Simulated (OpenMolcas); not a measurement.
V4+ with 4 ligands (fluoride) in tetrahedral coordination (Td). Ligand basis ANO-RCC-VDZP.

- Program: OpenMolcas 26.06
- Method: CASSCF
- Basis: ANO-RCC-VTZP [6s5p3d2f1g]
- Scalar Hamiltonian: DKH2, point nucleus
- Active space: 1 electron in 5 orbitals (3d)
- State averaging: 2S+1 = 2 even, 5 roots
- Spin-orbit coupling: state interaction with AMFI integrals over the reference wave functions

All ligands move together. At R = 1.72 Å |10Dq| is 11643 cm-1, and at R = 1.84 Å it is 9097 cm-1.

A third run gives 10676 cm-1. What distance was it run at?

With a power law R^-n the two known points give n = -ln(9097 / 11643) / ln(1.84 / 1.72) = 3.66. Then R = 1.72 × (11643 / 10676)^(1/3.66) = 1.761 Å. The run was at 1.76 Å, so the estimate is off by +0.001 Å.

An orbital doublet at a regular site is open to a Jahn-Teller distortion, which this geometry leaves out. Ligand-to-metal charge-transfer states are missing. With metal d orbitals alone and no dynamic correlation the field as a rule comes out too small, by tens of per cent, by up to half for chloride and softer ligands. The least metal-like active orbital is 81 % on the metal (Löwdin) and no ligand orbital is active, so the numbers are rough (holds for R = 1.72). The least metal-like active orbital is 82 % on the metal (Löwdin) and no ligand orbital is active, so the numbers are rough (holds for R = 1.76). The least metal-like active orbital is 83 % on the metal (Löwdin) and no ligand orbital is active, so the numbers are rough (holds for R = 1.84). No measured value stands beside these numbers; the geometry was imposed, not optimised, and the real ion may take another.
